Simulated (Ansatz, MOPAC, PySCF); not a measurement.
Dimer: CH3Cl (SMILES CCl) (first 5 atoms) with C2H6 (SMILES CC); geometry from B3LYP-D3(BJ)/def2-TZVP, rigid monomers moved along the line of their centres of mass till H4···H8 is 2.38 Å.
(charge 0, multiplicity 1):
```xyz
13

C     -0.672    -0.911     0.840
Cl    -0.843     0.874     0.799
H     -0.588    -1.269    -0.182
H      0.222    -1.155     1.406
H     -1.551    -1.327     1.322
C      0.682     0.364     4.062
C     -0.668    -0.334     4.197
H      1.004     0.409     3.020
H      1.457    -0.153     4.632
H      0.632     1.391     4.427
H     -1.433     0.176     3.609
H     -1.004    -0.353     5.236
H     -0.618    -1.369     3.852
```

Interaction energies are E(AB) − E(A) − E(B) at the monomers' geometry in the complex; basis-set methods are counterpoise corrected.

Rows in 6-31G* carry no dispersion term and start afresh at each structure (6-31G* with six Cartesian d functions). The state reached by PM3 isn't checked.

Codes used: Ansatz (Gaussian basis) for Hartree–Fock, density functionals and correlated methods; MOPAC for PM3 (differences of heats of formation); PySCF for 6-31G* rows, the dispersion terms. Each number belongs to the level named beside it.

Q: One of these levels gives 0.63 kcal/mol for the interaction energy. Name it.
A) PM3
B) PBE-D4/def2-TZVPPD
C) PBE/def2-TZVPPD
D) HF/6-31G*

A: C, PBE/def2-TZVPPD. The others give -0.40 (PM3), 2.48 (HF/6-31G*), -1.10 (PBE-D4/def2-TZVPPD)

Ansatz is a first-principles code.
